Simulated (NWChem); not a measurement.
System: C5H3F; SMILES C#CC(C#C)F

The following NWChem deck was run.

```
start job
memory heap 200 mb stack 900 mb global 1100 mb
geometry units angstroms noautoz
  C      0.929154    -0.171961    -2.224632
  C      0.313911     0.072837    -1.213277
  C     -0.439938     0.402472     0.000000
  F     -1.655656    -0.240761     0.000000
  C      0.313911     0.072837     1.213277
  C      0.929154    -0.171961     2.224632
  H      1.479525    -0.397856    -3.119938
  H     -0.645122     1.489953     0.000000
  H      1.479525    -0.397856     3.119938
end
basis spherical
  * library def2-svp
end
dft
  xc scan
  grid xcoarse
  iterations 150
  mulliken
end
task dft gradient
```

Output (shortened):

```
             Northwest Computational Chemistry Package (NWChem) 7.3.0
             --------------------------------------------------------

 CS  symmetry detected

                             Geometry "geometry" -> ""
                             -------------------------

 Output coordinates in angstroms (scale by  1.889725989 to convert to a.u.)

  No.       Tag          Charge          X              Y              Z
 ---- ---------------- ---------- -------------- -------------- --------------
    1 C                    6.0000     0.93668863    -0.16518106     2.22463200
    2 C                    6.0000     0.32121258     0.07903043     1.21327700
    3 C                    6.0000    -0.43295026     0.40794677     0.00000000
    4 F                    9.0000    -1.64805463    -0.23644467     0.00000000
    5 C                    6.0000     0.32121258     0.07903043    -1.21327700
    6 C                    6.0000     0.93668863    -0.16518106    -2.22463200
    7 H                    1.0000     1.48727468    -0.39055138     3.11993800
    8 H                    1.0000    -0.63917067     1.49523171     0.00000000
    9 H                    1.0000     1.48727468    -0.39055138    -3.11993800

 Effective nuclear repulsion energy (a.u.)     182.5022347356

      Symmetry information
      --------------------

 Group name             Cs
 Group number              2
 Group order               2
 No. of unique centers     6

                                 NWChem DFT Module
                                 -----------------

 Summary of "ao basis" -> "ao basis" (spherical)
 ------------------------------------------------------------------------------
       Tag                 Description            Shells   Functions and Types
 ---------------- ------------------------------  ------  ---------------------
 C                          def2-svp                 6       14   3s2p1d
 F                          def2-svp                 6       14   3s2p1d
 H                          def2-svp                 3        5   2s1p

      Symmetry analysis of basis
      --------------------------

        a'         57
        a"         42

            General Information
            -------------------
          SCF calculation type: DFT
          Wavefunction type:  closed shell.
          No. of atoms     :     9
          No. of electrons :    42
           Alpha electrons :    21
            Beta electrons :    21
          Charge           :     0
          Spin multiplicity:     1
          Use of symmetry is: on ; symmetry adaption is: on
          Maximum number of iterations: 150
          AO basis - number of functions:    99
                     number of shells:    45
          Convergence on energy requested:  1.00D-06
          Convergence on density requested:  1.00D-05
          Convergence on gradient requested:  5.00D-04

              XC Information
              --------------
                         SCAN Method XC Functional
                  SCAN metaGGA Exchange Functional  1.000
                        SCAN Correlation Potential  1.000

             Grid Information
             ----------------
          Grid used for XC integration:  xcoarse
          Radial quadrature: Mura-Knowles
          Angular quadrature: Lebedev.
          Tag              B.-S. Rad. Rad. Pts. Rad. Cut. Ang. Pts.
          ---              ---------- --------- --------- ---------
          C                   0.70       21          12.0       194
          F                   0.50       21          11.0       194
          H                   0.35       21          13.0       194
          Grid pruning is: on
          Number of quadrature shells:   126
          Spatial weights used:  Erf1

      Superposition of Atomic Density Guess
      -------------------------------------

 Sum of atomic energies:        -288.91440105

      Non-variational initial energy
      ------------------------------

 Total energy =    -291.790823
 1-e energy   =    -754.224197
 2-e energy   =     279.931139
 HOMO         =      -0.331174
 LUMO         =      -0.007815

      Symmetry analysis of molecular orbitals - initial
      -------------------------------------------------

  Numbering of irreducible representations:

     1 a'          2 a"

  Orbital symmetries:

     1 a'          2 a'          3 a"          4 a'          5 a"
     6 a'          7 a'          8 a'          9 a"         10 a'
    11 a"         12 a'         13 a'         14 a"         15 a'
    16 a"         17 a'         18 a'         19 a"         20 a"
    21 a'         22 a'         23 a'         24 a"         25 a"
    26 a'         27 a"         28 a'         29 a'         30 a'
    31 a"

     ---------------------------------------------
      Total Density - Mulliken Population Analysis
     ---------------------------------------------

    Atom       Charge   Shell Charges
 -----------   ------   -------------------------------------------------------
    1 C    6     6.41   1.99  0.98  0.64  1.94  0.82  0.03
    2 C    6     5.90   1.99  0.98  0.22  1.92  0.75  0.04
    3 C    6     5.29   1.99  0.89  0.11  1.63  0.60  0.07
    4 F    9     9.43   1.99  1.14  0.78  3.45  2.07  0.00
    5 C    6     5.90   1.99  0.98  0.22  1.92  0.75  0.04
    6 C    6     6.41   1.99  0.98  0.64  1.94  0.82  0.03
    7 H    1     0.87   0.63  0.22  0.03
    8 H    1     0.91   0.68  0.20  0.02
    9 H    1     0.87   0.63  0.22  0.03

   convergence    iter        energy       DeltaE   RMS-Dens  Diis-err
 ---------------- ----- ----------------- --------- --------- ---------
 d= 0,ls=0.0,diis     1   -291.5820009621 -4.74D+02  2.09D-02  8.18D-01
 d= 0,ls=0.0,diis     2   -291.5061388270  7.59D-02  1.24D-02  1.67D+00
 d= 0,ls=0.0,diis     3   -291.6453839710 -1.39D-01  4.60D-03  2.46D-01
 d= 0,ls=0.0,diis     4   -291.6643163635 -1.89D-02  2.17D-03  9.74D-02
 d= 0,ls=0.0,diis     5   -291.6764186156 -1.21D-02  7.28D-04  4.03D-03
  Resetting Diis
 d= 0,ls=0.0,diis     6   -291.6767477334 -3.29D-04  2.02D-04  2.46D-04
 d= 0,ls=0.0,diis     7   -291.6767780211 -3.03D-05  5.59D-05  5.44D-06
 d= 0,ls=0.0,diis     8   -291.6767770709  9.50D-07  3.59D-05  1.69D-05
 d= 0,ls=0.0,diis     9   -291.6767789889 -1.92D-06  1.36D-05  2.20D-06
 d= 0,ls=0.0,diis    10   -291.6767792678 -2.79D-07  8.02D-06  4.07D-07

         Total DFT energy =     -291.676779267764
      One electron energy =     -758.051126180039
           Coulomb energy =      322.264244414970
    Exchange-Corr. energy =      -38.392132238335
 Nuclear repulsion energy =      182.502234735640

 Numeric. integr. density =       41.997811880970

                  Occupations of the irreducible representations
                  ----------------------------------------------

                     irrep           alpha         beta
                     --------     --------     --------
                     a'               13.0         13.0
                     a"                8.0          8.0

                       DFT Final Molecular Orbital Analysis
                       ------------------------------------

 Vector   19  Occ=2.000000D+00  E=-2.744709D-01  Symmetry=a"
              MO Center=  5.5D-01, -7.1D-02, -2.5D-13, r^2= 4.3D+00
   Bfn.  Coefficient  Atom+Function         Bfn.  Coefficient  Atom+Function
  ----- ------------  ---------------      ----- ------------  ---------------
     5      0.294056  1 C  py                75     -0.294056  6 C  py
    19      0.279189  2 C  py                61     -0.279189  5 C  py
     8      0.166748  1 C  py                78     -0.166748  6 C  py
    22      0.148694  2 C  py                64     -0.148694  5 C  py
    48     -0.139191  4 F  pz                18      0.100109  2 C  px

 Vector   20  Occ=2.000000D+00  E=-2.691629D-01  Symmetry=a'
              MO Center=  4.4D-01,  1.0D-01,  2.2D-13, r^2= 4.4D+00
   Bfn.  Coefficient  Atom+Function         Bfn.  Coefficient  Atom+Function
  ----- ------------  ---------------      ----- ------------  ---------------
     5      0.267446  1 C  py                75      0.267446  6 C  py
    19      0.259474  2 C  py                61      0.259474  5 C  py
    90     -0.214207  8 H  s                  8      0.165532  1 C  py
    78      0.165532  6 C  py                22      0.159082  2 C  py
    64      0.159082  5 C  py                33     -0.130170  3 C  py

 Vector   21  Occ=2.000000D+00  E=-2.642113D-01  Symmetry=a"
              MO Center=  6.6D-01, -6.1D-02,  1.4D-13, r^2= 4.5D+00
   Bfn.  Coefficient  Atom+Function         Bfn.  Coefficient  Atom+Function
  ----- ------------  ---------------      ----- ------------  ---------------
     4      0.269908  1 C  px                74     -0.269908  6 C  px
    18      0.218952  2 C  px                60     -0.218952  5 C  px
    20     -0.197152  2 C  pz                62     -0.197152  5 C  pz
     6     -0.164243  1 C  pz                 7      0.165046  1 C  px
    76     -0.164243  6 C  pz                77     -0.165046  6 C  px

[...]

                         DFT ENERGY GRADIENTS

    atom               coordinates                        gradient
                 x          y          z           x          y          z
   1 C       1.770085  -0.312147   4.203945   -0.006152   0.001992  -0.010224
   2 C       0.607004   0.149346   2.292761    0.006067  -0.002257   0.011115
   3 C      -0.818157   0.770908   0.000000   -0.005007  -0.003344   0.000000
   4 F      -3.114372  -0.446816   0.000000    0.003744   0.003382   0.000000
   5 C       0.607004   0.149346  -2.292761    0.006067  -0.002257  -0.011115
   6 C       1.770085  -0.312147  -4.203945   -0.006152   0.001992   0.010224
   7 H       2.810542  -0.738035   5.895828    0.001188  -0.000377   0.002035
   8 H      -1.207857   2.825578   0.000000   -0.000942   0.001244   0.000000
   9 H       2.810542  -0.738035  -5.895828    0.001188  -0.000377  -0.002035
```

Level: SCAN/def2-SVP. All runs use the structure optimised with PBE0/def2-SVP.
